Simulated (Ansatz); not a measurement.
OS (SMILES O=S): geometry of the low-spin state from B3LYP-D3(BJ)/def2-TZVP.
(charge 0, multiplicity 1):
```xyz
2

O      0.000     0.000    -0.993
S      0.000     0.000     0.497
```

Run with Ansatz (a program for electronic structure). Each number belongs to the level named beside it.

Broken-symmetry (BS) and triplet (T) solutions at this geometry:

```json
[
 {"level": "U-PBE/def2-TZVPP", "E(BS) (hartree)": "-473.161648", "⟨S²⟩ BS": "1.006", "E(T) (hartree)": "-473.171822", "⟨S²⟩ T": "2.005"},
 {"level": "U-B3LYP/def2-TZVPP", "E(BS) (hartree)": "-473.418708", "⟨S²⟩ BS": "1.009", "E(T) (hartree)": "-473.429270", "⟨S²⟩ T": "2.009"},
 {"level": "U-PBE0/def2-TZVPP", "E(BS) (hartree)": "-473.182080", "⟨S²⟩ BS": "1.011", "E(T) (hartree)": "-473.193421", "⟨S²⟩ T": "2.011"},
 {"level": "U-wB97X-V/def2-TZVPP", "E(BS) (hartree)": "-473.308368", "⟨S²⟩ BS": "1.010", "E(T) (hartree)": "-473.319490", "⟨S²⟩ T": "2.011"}
]
```

Question: Give the raw gap E(BS) − E(T) and the gap after approximate spin projection, (E_BS − E_T)⟨S²⟩_T/(⟨S²⟩_T − ⟨S²⟩_BS).

Answer: 
- U-PBE/def2-TZVPP: raw 6.4, projected 12.8 kcal/mol
- U-B3LYP/def2-TZVPP: raw 6.6, projected 13.3 kcal/mol
- U-PBE0/def2-TZVPP: raw 7.1, projected 14.3 kcal/mol
- U-wB97X-V/def2-TZVPP: raw 7.0, projected 14.0 kcal/mol
The rule takes the triplet as the only contaminant. For comparison FIC-MRCISD+Q on SA-CASSCF(12,8)/cc-pV(Q+d)Z gives 17.0 kcal/mol at this geometry.
